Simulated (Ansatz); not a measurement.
Species: C4H12O4Si, SMILES `CO[Si](OC)(OC)OC` (charge 0, multiplicity 1).

Question: Give a relaxed geometry from Ansatz (a first-principles code) with PBE-D3(BJ)/def2-SVP.

Answer: This is not unique; one that fits is the end point of this relaxation, one of several conformers (outside a Z-matrix the atoms follow the SMILES, hydrogens last).
Cartesian coordinates (Å) in one orientation:
```xyz
21

C      0.597     2.040    -1.694
O     -0.344     1.110    -1.185
Si     0.000     0.000     0.000
O     -1.281    -1.054     0.046
C     -1.887    -1.611    -1.108
O      1.466    -0.672    -0.395
C      2.218    -1.495     0.481
O      0.161     0.616     1.533
C     -0.929     1.066     2.321
H      0.833     2.834    -0.950
H      0.164     2.527    -2.591
H      1.549     1.544    -1.984
H     -2.139    -0.830    -1.858
H     -1.225    -2.360    -1.599
H     -2.821    -2.126    -0.804
H      2.337    -1.028     1.483
H      1.742    -2.491     0.619
H      3.225    -1.652     0.041
H     -1.747     0.314     2.359
H     -0.567     1.249     3.353
H     -1.352     2.018     1.929
```
